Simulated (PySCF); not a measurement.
Species: C4H4ClF3O.
Cartesian coordinates in Å at the PBE0-D3(BJ)/def2-SVP level; atoms count from 1:
```xyz
13
C4H4ClF3O angstrom
C     -1.7200   -0.3781    0.4261
C     -0.3549    0.2495    0.5204
F     -0.4414    1.6135    0.3782
C      0.5871   -0.2365   -0.5750
F      0.7903   -1.5646   -0.4280
F      0.0540   -0.0288   -1.7840
C      1.9720    0.4397   -0.4503
O      2.5124    0.5780    0.5922
Cl     2.6817    0.9168   -1.9781
H     -1.6462   -1.4691    0.5310
H     -2.1792   -0.1409   -0.5433
H     -2.3590    0.0124    1.2295
H      0.1329    0.0306    1.4845
```

The closed-shell ground state was solved at several levels (PySCF, density fitting, gas phase, non-relativistic).

```json
{"level": "wB97X-D/pcSseg-1", "basis functions": "180", "total energy (Eh)": "-989.5527", "HOMO (eV)": "-11.02", "LUMO (eV)": "-0.16", "gap (eV)": "10.86", "dipole (D)": "2.33"}
{"level": "CAM-B3LYP/def2-SVPD", "basis functions": "231", "total energy (Eh)": "-989.1213", "HOMO (eV)": "-10.60", "LUMO (eV)": "-0.95", "gap (eV)": "9.65", "dipole (D)": "2.22"}
```

Problem. What might PBE0/pcSseg-1 (180 basis functions) give for the same quantities?

Solution. Total energy -989.0236 Eh, HOMO -9.09 eV, LUMO -1.99 eV, gap 7.10 eV, dipole 2.27 D.

Problem. Over all these levels, which gives the widest orbital gap and which the narrowest?

Solution. wB97X-D/pcSseg-1 (range-separated hybrid) has the widest, 10.86 eV, and PBE0/pcSseg-1 (global hybrid, 25 % exact exchange) the narrowest, 7.10 eV. The two share the basis. From the narrowest to the widest the HOMO moves by -1.93 eV and the LUMO by +1.83 eV.

Problem. How far do the dipole and the HOMO energy spread over the levels?

Solution. The dipole runs from 2.22 to 2.33 D (mean 2.28 D) and the HOMO from -11.02 to -9.09 eV.

One conformer stands for the species.

Note: wB97X-D ran without an empirical dispersion term, which enters the total energy and its gradient alone.
